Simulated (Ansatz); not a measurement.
A nudged elastic band was laid between two geometries of C3H4OSi (9 atoms, charge 0, multiplicity 1).

Computed with Ansatz 0.2.0, RKS PBE0-D4/def2-mTZVP.

```
movable images  : 5
climbing image  : yes
spring          : 5.0 eV/Å²
optimiser       : quadratic models (default)
start path      : through a guess of the saddle point
force threshold : 0.05 eV/Å
iteration limit : 60
end points      : relaxed
```

Image 0:

```xyz
9
Properties=species:S:1:pos:R:3
C 2.094 0.070 1.325
C 1.232 -0.208 0.527
Si -0.123 -0.560 -0.644
C -1.594 0.651 -0.300
O -2.606 0.586 -0.955
H 2.865 0.304 2.025
H 0.334 -0.352 -2.039
H -0.612 -1.949 -0.465
H -1.502 1.412 0.509
```

Image 6:

```xyz
9
Properties=species:S:1:pos:R:3
C 2.098 0.077 1.338
C 1.231 -0.192 0.543
Si -0.109 -0.551 -0.629
C -1.609 0.632 -0.328
O -1.640 1.486 0.521
H 2.866 0.313 2.040
H 0.342 -0.357 -2.032
H -0.598 -1.946 -0.470
H -2.492 0.493 -1.000
```

(1) Which bonds break or form, and what moves?

(2) Give the energies along the band, and the barrier.

(3) What is the geometry of the highest image?

The band took 10 iterations and of the order of 5 core-minutes.

Answers

(1) No bond is made or broken. The dihedral C2–Si3–C4–O5 goes from -179 to 0°.

(2) It converged. The highest image is number 4 of 0 to 6, 1.3 kcal/mol above the first end and 0.6 kcal/mol above the last; the last end lies 0.8 kcal/mol above the first. A vibrational analysis at the climbing image gives one clearly imaginary mode, 69i cm⁻¹: a first-order saddle point.

```json
{"image": "0", "path coordinate (Å)": "0.00", "energy (kcal/mol)": "0.0", "dihedral C2–Si3–C4–O5 (°)": "-179"}
{"image": "1", "path coordinate (Å)": "0.71", "energy (kcal/mol)": "0.1", "dihedral C2–Si3–C4–O5 (°)": "-150"}
{"image": "2", "path coordinate (Å)": "1.41", "energy (kcal/mol)": "0.4", "dihedral C2–Si3–C4–O5 (°)": "-120"}
{"image": "3", "path coordinate (Å)": "2.12", "energy (kcal/mol)": "1.0", "dihedral C2–Si3–C4–O5 (°)": "-89"}
{"image": "4", "path coordinate (Å)": "2.83", "energy (kcal/mol)": "1.3", "dihedral C2–Si3–C4–O5 (°)": "-59"}
{"image": "5", "path coordinate (Å)": "3.51", "energy (kcal/mol)": "1.1", "dihedral C2–Si3–C4–O5 (°)": "-30"}
{"image": "6", "path coordinate (Å)": "4.20", "energy (kcal/mol)": "0.8", "dihedral C2–Si3–C4–O5 (°)": "0"}
```

(3) 
```xyz
9
Properties=species:S:1:pos:R:3
C 2.039 -0.007 1.396
C 1.198 -0.214 0.556
Si -0.088 -0.508 -0.698
C -1.600 0.650 -0.329
O -2.192 0.604 0.721
H 2.781 0.175 2.140
H 0.441 -0.201 -2.052
H -0.561 -1.914 -0.634
H -1.930 1.369 -1.116
```

Time of the run: 2.7 min on 2 threads of Arm Neoverse V1, with other jobs on the host, peak memory 0.24 GiB.
